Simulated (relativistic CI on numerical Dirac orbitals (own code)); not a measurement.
Ni²⁺ in a cubic cluster: 1s photoemission with charge transfer

Computed with a charge-transfer multiplet model of a cubic metal-ligand cluster with up to 2 ligand holes, Slater and spin-orbit integrals from Dirac-Coulomb-Breit ions, Slater integrals scaled by 0.8. The ground state mixes d8 with configurations of k ligand holes L, whose averages lie at kΔ + k(k − 1)U_dd/2; a core hole lowers each added d electron by U_cd. 20 K, Lorentzian 1.1 eV and Gaussian 0.6 eV FWHM.

Atomic integrals in eV (Slater integrals scaled, ζ unscaled), ground: F2dd 9.736, F4dd 6.042, zeta_d 0.080; with the core hole: F2dd 11.122, F4dd 6.940, zeta_d 0.112, G2cd 0.065.

Cluster parameters (eV): U_dd = 6.7, U_cd = 8.4, 10Dq = 1.55, 10Dq(ligand) = 0.6, V(eg) = 2.35, V(t2g) = -1.21, final-state hopping factor = 0.8.

```tsv
Case	n_d	d8	d9L	d10L2	S
Δ = -0.9 eV	8.58	0.47	0.49	0.05	1.00
Δ = 0.1 eV	8.48	0.55	0.41	0.03	1.00
Δ = 1.1 eV	8.38	0.64	0.34	0.02	1.00
Δ = 2.1 eV	8.31	0.71	0.28	0.01	1.00
Δ = 4.1 eV	8.20	0.81	0.19	0.01	1.00
```

Weights, n_d and S are thermal averages at 20 K. Binding energies count from the first peak over 30 % of the highest in each spectrum, which can be another peak from case to case. The parameters are a model scan and need not match a compound or its usual spin state. Peaks in eV (height, largest 100):
- Δ = -0.9 eV: 0.0 (100), 5.2 (72), 12.4 (39)
- Δ = 0.1 eV: 0.0 (100), 4.9 (62), 10.9 (45)
- Δ = 1.1 eV: 0.0 (100), 4.9 (54), 9.7 (47)
- Δ = 2.1 eV: 0.0 (100), 5.0 (51), 8.7 (43)
- Δ = 4.1 eV: 0.0 (100), 5.3 (58), 8.0 (14)

For the case Δ = 2.1 eV, Δ = 2.1 eV is smaller than U_dd = 6.7 eV, the charge-transfer side of the Zaanen-Sawatzky-Allen scheme. With the core hole the configuration with one ligand hole lies at Δ − U_cd = -9.3, -8.3, -7.3, -6.3, -4.3 eV from the one without, in the order of the table; where this is negative the screened configuration lies lower.
